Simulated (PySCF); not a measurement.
Species: C6H12FOP.
Structure used (PBE0-D3(BJ)/def2-SVP), in Å, numbered top down from 1:
```
atom  x, y, z in Å
C1     3.6842    0.3882   -0.7280
O2     3.4176    0.7897    0.5810
C3     2.2045    0.3147    1.0752
P4     0.7357    1.2236    0.3113
C5    -0.4519    0.0328    0.3931
F6    -0.2314   -1.1984    0.8827
C7    -1.8735    0.2174   -0.0378
C8    -2.2318   -0.7711   -1.1493
C9    -2.8181    0.0921    1.1598
H10    2.9144    0.7488   -1.4396
H11    3.7366   -0.7152   -0.8173
H12    4.6545    0.8134   -1.0192
H13    2.0940   -0.7773    0.9325
H14    2.1973    0.5159    2.1582
H15   -1.9422    1.2432   -0.4373
H16   -1.5816   -0.6341   -2.0259
H17   -2.1207   -1.8081   -0.7983
H18   -3.2755   -0.6292   -1.4676
H19   -3.8607    0.2513    0.8457
H20   -2.5731    0.8332    1.9347
H21   -2.7463   -0.9101    1.6087
```

Level: PBE0/pcSseg-1 in PySCF, non-relativistic, on one gas-phase PBE0-D3(BJ)/def2-SVP geometry that isn't relaxed in the solvent. The solvent is an IEF-PCM continuum (van der Waals radii × 1.2). Specific hydrogen bonds and non-electrostatic terms are outside this model.

Gas phase at PBE0/pcSseg-1: HOMO -6.92 eV, LUMO -1.28 eV, dipole 1.91 D.

Q: What does the continuum do to the energy, the frontier levels and the dipole at PBE0/pcSseg-1 in benzene and water?

A: 
```
solvent      ε  E(solvent) − E(gas) (kcal/mol)  polarisation term (kcal/mol)  distortion of the solute (kcal/mol)  HOMO (eV)  LUMO (eV)  dipole (D)
benzene  2.271                           -1.84                         -1.93                                 0.09      -6.91      -1.27        2.16
  water  78.36                           -4.09                         -4.59                                 0.50      -6.93      -1.30        2.52
```

The first energy column is the sum of the next two and covers electrostatics alone. From benzene to water the lowering changes by a factor 2.23, Onsager's factor (ε − 1)/(2ε + 1) by 2.14 and ε itself by 34.5.

Q: Which radius a makes the point-dipole formula ΔE = −[(ε − 1)/(2ε + 1)]·μ²/a³ give the value in water, with the gas-phase dipole?

A: μ = 0.751 au and |ΔE| = 0.00652 Eh give a = 1.85 Å; the farthest nucleus lies 4.86 Å from the centroid of the nuclei, so such a sphere wouldn't even hold the nuclei. The formula assumes a rigid point dipole at the centre of a sphere.

Q: Give the dipole vector in the frame of the coordinates (D, pointing from negative to positive charge), gas and water.

A: Gas (-1.40, -0.96, -0.87), solvent (-1.84, -1.35, -1.06). Its length changes by +32 % and its direction by 3°.

Q: Which Hirshfeld charges (PBE0/pcSseg-1) respond most in benzene (means over atoms taken as equivalent)?

A: 
```csv
atoms,environment,gas (e),solvent (e),change
P4,phosphorus bonded to 2 C,+0.045,+0.035,-0.010
O2,ether oxygen,-0.146,-0.153,-0.007
C5,"carbon bonded to C, F and P",+0.045,+0.048,+0.003
H13/H14,methylene hydrogen,+0.035,+0.037,+0.002
H15,methine hydrogen,+0.042,+0.044,+0.002
H10/H11/H12,methyl hydrogen,+0.037,+0.039,+0.002
```

Q: How do the nuclear quadrupole coupling constants eQVzz/h respond in benzene?

A: 
| nucleus | Q (barn) | gas (MHz) | solvent (MHz) | η gas | η solvent |
| --- | --- | --- | --- | --- | --- |
| 17O at O2 | -0.0256 | -12.20 | -12.11 | 0.96 | 0.96 |
